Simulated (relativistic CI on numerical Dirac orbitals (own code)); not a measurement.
One change at a time: Pb LXV

Base calculation: Dirac-Coulomb-Breit CI, separate exchange-only KLI orbitals for each configuration, QED by a radiative potential, unscaled Slater integrals.

Configuration list (outside the closed core [Ne]): 3s2 3p6, 3s2 3p5 3d, 3s 3p6 3d, 3s2 3p5 4s, 3s2 3p5 4p, 3s2 3p5 4d, 3s 3p6 4s, 3s2 3p5 4f, 3p6 3d 4p, 3s 3p6 4p, 3s 3p6 4d, 3s 3p6 4f, 3s2 3p5 5s, 3s2 3p5 5p, 3s2 3p5 5d, 3s2 3p5 5f, 3s2 3p5 5g, 3s 3p6 5s, 3s 3p6 5p, 3s 3p6 5d, 3s2 3p5 6s, 3p6 3d2, 3p5 3d3, 3p5 3d2 4s, 3p5 3d2 4p, 3p5 3d2 4d, 3p6 3d 4s, 3p5 3d 4s2, 3p5 3d 4s 4p, 3p5 3d 4s 4d, 3p6 4s2, 3p5 4s2 4p, 3p5 4s2 4d. Double excitations out of closed p, d and f shells are left out; levels of such configurations are missing from the list, as are those of other unlisted configurations, and high levels can miss mixing partners. These lack a partner that the ground configuration has and come out too high: 3s2 3p5 4f, 3s2 3p5 5s, 3s2 3p5 5p, 3s2 3p5 5d, 3s2 3p5 5f.

The lowest level and the first level of each name with at least 55 % of one term (blank where a level has no safe partner in the second run):

| Level | Base (eV) | Shift (eV) |
| --- | --- | --- |
| 3s2 3p6 1S_0 | 0.00 | 0.00 |
| 3s2 3p5 3d 3P°_0 | 271.36 | -18.97 |
| 3s2 3p5 3d 3P°_1 | 285.09 | -32.69 |
| 3s2 3p5 3d 3F°_4 | 406.63 | -144.07 |
| 3s2 3p5 3d 3D°_3 | 426.08 |  |
| 3s2 3p5 3d 1P°_1 | 460.11 |  |
| 3s2 3p5 3d 3F°_2 | 852.51 |  |
| 3s 3p6 3d 3D_1 | 1112.21 | -635.73 |
| 3s 3p6 3d 3D_2 | 1120.35 | -643.86 |
| 3s 3p6 3d 3D_3 | 1238.44 | -761.95 |
| 3s 3p6 3d 1D_2 | 1254.72 | -758.29 |
| 3p6 3d2 3F_2 | 2243.98 | -1276.70 |
| 3p6 3d2 3P_0 | 2272.77 | -1288.49 |
| 3p6 3d2 3F_3 | 2365.65 | -1398.37 |
| 3p6 3d2 1G_4 | 2382.01 |  |
| 3p6 3d2 3P_1 | 2384.57 | -1400.29 |
| 3p6 3d2 3F_4 | 2497.01 |  |
| 3p6 3d2 1S_0 | 2536.81 | -1512.72 |
| 3p5 3d3 3I°_7 | 2771.69 | -1535.62 |
| 3p5 3d3 3P°_1 | 2773.86 |  |

At this charge energies of transitions that change n are usually good to better than 1 %, and those within a shell (Δn = 0) to a few per cent.

Problem. One thing was changed in a second run, which moved the levels as shown. Which?
A. Breit term removed
B. non-relativistic limit
C. configuration mixing switched off
D. QED terms removed

Solution. B. Non-relativistic limit. Without relativity the fine structure collapses and s electrons lose their extra binding.

LS names give the leading component of a level, which can be under half, so a name can repeat, a term be missing and a line seem to break the LS rules.
